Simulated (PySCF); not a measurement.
Compound: C₄HFN₂.
SMILES with atom numbers: `[N:1]#[C:2]/[CH:3]=[C:4](/[F:5])[C:6]#[N:7]` (hydrogens: H8 on C3)

Method: PBE0-D3(BJ)/def2-SVP geometry optimisation, gas phase (PySCF); density fitting, grid level 1; the optimiser is geomeTRIC in internal coordinates, started from a GFN2-xTB structure with every atom displaced at random (about 0.01 Å).

Geometry at step 1:
```
atom  x, y, z in Å
N1      2.4297    1.0427   -0.3328
C2      1.5683    0.2707   -0.2471
C3      0.5701   -0.6993   -0.0070
C4     -0.7563   -0.4130    0.0711
F5     -1.5544   -1.3170    0.5795
C6     -1.3167    0.8817   -0.1138
N7     -1.7582    1.9520   -0.1882
H8      0.8710   -1.7293    0.1890
```

Task: What forces act on the atoms?

Result: 
```tsv
atom	Fx (eV/Å)	Fy (eV/Å)	Fz (eV/Å)
N1	-0.018	0.022	-0.150
C2	0.171	0.075	-0.026
C3	-0.816	0.155	-0.231
C4	1.444	-0.054	0.733
F5	-0.663	-0.354	-0.362
C6	-0.249	0.456	0.024
N7	0.054	-0.240	-0.109
H8	0.077	-0.061	0.122
```

The largest, 1.62 eV/Å, acts on C4; the rms over all components is 0.433 eV/Å. The forces sum to zero within rounding, as they must for an isolated molecule in no field.

Task: Give the force on C4 in Eh/bohr and in nN.

Result: 1.620 eV/Å ÷ 51.422 = 0.03151 Eh/bohr, and 1.620 eV/Å × 1.602 = 2.60 nN.

Task: How far is this geometry from the end of the optimisation?

Result: 0.108 eV above it, and 0.090 Å rms away after alignment. The bonds farthest from their final lengths, with half the difference of the two atoms' forces along the bond (positive lengthens):

```json
{"bond": "C3=C4", "now (Å)": "1.359", "final (Å)": "1.344", "force along bond (eV/Å)": "-1.10"}
{"bond": "C4–C6", "now (Å)": "1.423", "final (Å)": "1.432", "force along bond (eV/Å)": "+0.61"}
{"bond": "C4–F5", "now (Å)": "1.309", "final (Å)": "1.317", "force along bond (eV/Å)": "+0.53"}
{"bond": "C2–C3", "now (Å)": "1.412", "final (Å)": "1.419", "force along bond (eV/Å)": "+0.30"}
{"bond": "C3–H8", "now (Å)": "1.091", "final (Å)": "1.094", "force along bond (eV/Å)": "+0.26"}
{"bond": "C6≡N7", "now (Å)": "1.160", "final (Å)": "1.158", "force along bond (eV/Å)": "-0.37"}
```

The angle farthest from its final value is N1–C2–C3, 174.0° against 178.3°.

What follows is the cost of the whole optimisation. The run took 21 s on one thread, Intel Xeon 6975P-C (x86_64), shared host, and the process peaked at 0.42 GiB of memory.
